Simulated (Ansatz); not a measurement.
Molecule: CH6NSi, net charge -1, singlet state. It need not be the lowest isomer of its formula. Whether it binds its extra electron was not tested at this geometry. 
Structure (B3LYP-D3(BJ)/def2-TZVP (Ansatz, a program for electronic structure) minimum search):
```xyz
9

C     -1.6537     0.1844    -0.0913
N     -0.4216    -0.5052    -0.3929
Si     1.1172     0.1170     0.3938
H     -1.7628     1.1870    -0.5538
H     -1.7121     0.3423     0.9916
H     -2.5417    -0.3978    -0.3888
H     -0.3432    -0.6529    -1.3920
H      2.0565    -0.9228    -0.2535
H      1.5358     1.2355    -0.6191
```
Charge -1, spin multiplicity 1.

Basis-set convergence of Hartree-Fock and MP2 correlation energies (hartree) with Ansatz. Valence correlation only, unless marked. Spin-orbit coupling is left out. No relativistic terms. This anion needs diffuse functions, which these sets lack.

| basis | functions | E(HF) | E(corr, MP2) |
|---|---|---|---|
| cc-pV(D+d)Z | 81 | -384.70603 | -0.42973 |
| cc-pV(T+d)Z | 183 | -384.75231 | -0.53535 |
| cc-pV(Q+d)Z | 354 | (withheld) | (withheld) |

**Question.** Complete the blanks.

**Answer.** 
- cc-pV(Q+d)Z, E(HF): -384.76590
- cc-pV(Q+d)Z, E(corr, MP2): -0.57233
